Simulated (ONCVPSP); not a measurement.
LDA (Perdew-Wang 92) ONCV dataset for Ho, scalar-relativistic all-electron reference.

Ho, optimised norm-conserving Vanderbilt (ONCV), made with ONCVPSP 4.0.1 (LDA (Perdew-Wang 92), scalar-relativistic). Core [Kr] 4d10 4f10, reference 5s2 5p6 5d1 (charge +2). Waves: 5s: rc 1.95 bohr, ncon 5, nbas 8, qcut 5.4 1/bohr, 3 projectors, debl 1.5 Ha; 5p: rc 1.65 bohr, ncon 4, nbas 8, qcut 5.7 1/bohr, 2 projectors, debl 2.5 Ha; 5d: rc 1.65 bohr, ncon 3, nbas 6, qcut 5 1/bohr, local. Local part: the d channel. Core correction: Teter function, fcfact 4, rcfact 1.7.

In the s channel the program set the typed energies aside and used -2.531, 0.050, 1.550 Ha.

All-electron outer shells of the reference configuration (LDA (PZ), scalar-relativistic, ld1.x):

```
shell  level (eV)  outermost node (bohr)  outermost maximum (bohr)
   5p      -43.51                   0.66                      1.28
   4f      -23.87                      –                      0.52
   5d      -15.42                   0.74                      1.81
```

Calculated quality:

| Item | Value |
| --- | --- |
| Cutoffs needed | 16 Ha and 65 Ha (the cutoffs (Ha) at which the residual kinetic energy of the hardest occupied pseudo-wave falls to 1 and 0.1 mHa per electron) |
| Ghost test | no bound ghost flagged; GHOST(+) flagged for s at 386.8 eV |
| Configuration tests | 1 of 4 tests not solved or not reliable |
| rms error of d²Exc/dni dnj | 9.28 mHa without and 1.83 mHa with the model core |

Generation and tests took about 5.8 s on one core of a shared server CPU.
